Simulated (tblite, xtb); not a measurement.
C2H3N3 (SMILES c1nc[nH]n1), singlet, geometry from GFN2-xTB. Base run: GFN1-xTB run with xtb.

Geometry (Å):
```xyz
8

C      1.1192    -0.0327    -0.0070
N      0.4220     1.1225     0.0142
C     -0.8249     0.7275     0.0156
N     -0.8764    -0.6185    -0.0041
N      0.3689    -1.1072    -0.0185
H      2.1884    -0.0699    -0.0137
H     -1.6858     1.3632     0.0300
H     -1.6704    -1.2395    -0.0087
```
All else is at xtb's defaults.
Base energy -15.38991 Eh.

Programs used: tblite, xtb; a row that names a program was run with it.

Each row names what was changed in the base input (with any setting that the change needs).

```tsv
change	ΔE vs base (kcal/mol)	HOMO-LUMO gap (eV)	dipole (D)	G_solv (kcal/mol)	SCF cycles
base	0.000	4.76	3.50	-	10
alpb = hexane	-4.30	4.81	3.68	-4.48	10
alpb = chcl3	…	…	…	…	10
etemp = 1000	0.000	4.76	3.50	-	10
etemp = 3000	-0.003	4.76	3.50	-	10
acc = 30	0.000	4.76	3.50	-	8
program = tblite; method = gfn1	0.000	-	-	-	-
alpb = cs2	-4.88	4.81	3.73	-5.09	10
```

Question: Fill in the missing entries.

Answer: 
- alpb = chcl3, ΔE vs base (kcal/mol): -8.46
- alpb = chcl3, HOMO-LUMO gap (eV): 4.86
- alpb = chcl3, dipole (D): 3.87
- alpb = chcl3, G_solv (kcal/mol): -9.13

ALPB and GBSA are two models with their own fitted parameters for each solvent, which aren't always the measured dielectric constant.
